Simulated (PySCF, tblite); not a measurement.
C6H12ClFO.
SMILES with atom numbers: `[CH3:1][C:2]([CH3:3])([CH2:4][F:5])[O:6][CH2:7][CH2:8][Cl:9]` (hydrogens: H10, H11, H12 on C1; H13, H14, H15 on C3; H16, H17 on C4; H18, H19 on C7; H20, H21 on C8)

Geometry (GFN2-xTB, Å), atoms numbered from 1 in this order:
```xyz
21
C6H12ClFO angstrom
C     -1.384    0.170    1.677
C     -0.783    0.042    0.274
C     -1.498    0.980   -0.704
C     -0.925   -1.426   -0.179
F     -0.865   -1.567   -1.547
O      0.584    0.394    0.450
C      1.419    0.382   -0.687
C      2.846    0.142   -0.220
Cl     3.049   -1.535    0.338
H     -2.454   -0.013    1.657
H     -0.908   -0.539    2.348
H     -1.199    1.173    2.051
H     -1.102    0.867   -1.710
H     -2.559    0.749   -0.725
H     -1.363    2.010   -0.384
H     -0.115   -2.030    0.241
H     -1.894   -1.830    0.126
H      1.129   -0.396   -1.400
H      1.382    1.357   -1.198
H      3.080    0.789    0.625
H      3.551    0.299   -1.035
```

Jobs on this species (21 atoms, 82 electrons) with PySCF (density fitting) and tblite. Hardware of each: one thread of an Intel Xeon at 2.50 GHz, shared host. The host was shared with other jobs, so the times are rough.

```json
{"level and settings": "GFN2-xTB", "work": "Hessian by finite differences", "basis functions": "–", "SCF cycles": "–", "wall time": "?"}
{"level and settings": "PBE0/pcSseg-1", "work": "shieldings, charges and field gradients", "basis functions": "220", "SCF cycles": "14", "wall time": "2.1 min"}
{"level and settings": "GFN2-xTB", "work": "L-BFGS relaxation", "basis functions": "–", "SCF cycles": "–", "wall time": "3.6 s"}
```

Problem. Fill in the missing figures.

Solution. 
- GFN2-xTB; Hessian by finite differences: 2.9 s

Problem. What do all jobs in the table cost together?

Solution. About 2.2 min; the longest takes about 95 % of that, and about 43 times as long as the shortest.
